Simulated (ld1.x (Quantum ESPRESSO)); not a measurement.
# Configuration tests for Nd (TM semilocal)

```
Element                 : neodymium
Generator               : ld1.x (Quantum ESPRESSO) 7.5
Type                    : norm-conserving Troullier–Martins (semilocal form)
Functional              : PBE
Relativity              : scalar-relativistic
Frozen core             : [Kr] 4d10 4f3
Valence charge          : 11
Reference configuration : 5s2 5p6 5d0 6s0 6p0 (charge +3)
Partial waves           : 5s (bound): rc 1.95 bohr; 5d (bound, empty): rc 2.30 bohr; 5p (bound): rc 1.50 bohr
Local potential         : the p channel
Core correction         : a·sin(br)/r model core inside 1.25 bohr
```

Energies are relative to the spin-unpolarised reference configuration 5s2 5p6 5d0 6s0 6p0; without spin polarisation the order of configurations can differ from experiment. Not all tests gave a result: 1 of 7 tests not solved or not reliable. Left out of the table: 5s2 5p6 5d0 6s2 6p1 (solver errors, printed error -34.9 eV). The frozen-core shift is the all-electron ΔE with the core orbitals held at their reference shape minus the fully relaxed ΔE.

| valence configuration | charge | ΔE all-electron (eV) | error AE − PS (meV) | frozen-core shift (meV) |
| --- | --- | --- | --- | --- |
| 5s2 5p6 5d1 6s2 6p0 | 0 | -37.197 | +459 | +66 |
| 5s2 5p6 5d1 6s1 6p0 | +1 | -30.932 | +308 | +53 |
| 5s2 5p6 5d1 6s0 6p0 | +2 | -19.498 | -29 | +32 |
| 5s1 5p6 5d1 6s2 6p0 | +1 | 11.793 | +1006 | +56 |
| 5s2 5p6 5d0 6s2 6p0 | +1 | -30.848 | +796 | +18 |

Q: What are ΔE and the potential's error for 5s2 5p6 5d1.5 6s1.5 6p0?

A: ΔE = -36.670 eV all-electron; the error (AE − PS) is +283 meV.

Levels in the configuration 5s2 5p6 5d1 6s2 6p0:

```csv
level,all-electron (eV),pseudo (eV)
5s,-43.701,-43.083
5p,-24.674,-24.158
5d,-2.924,-2.644
6s,-3.869,-3.961
```

These tests converged, but a pseudo level misses the all-electron one widely, so the file describes the atom poorly there or has found another state: 5s2 5p6 5d1 6s0 6p0: empty 6p by 7.2 eV; 5s1 5p6 5d1 6s2 6p0: empty 6p by 4.5 eV.
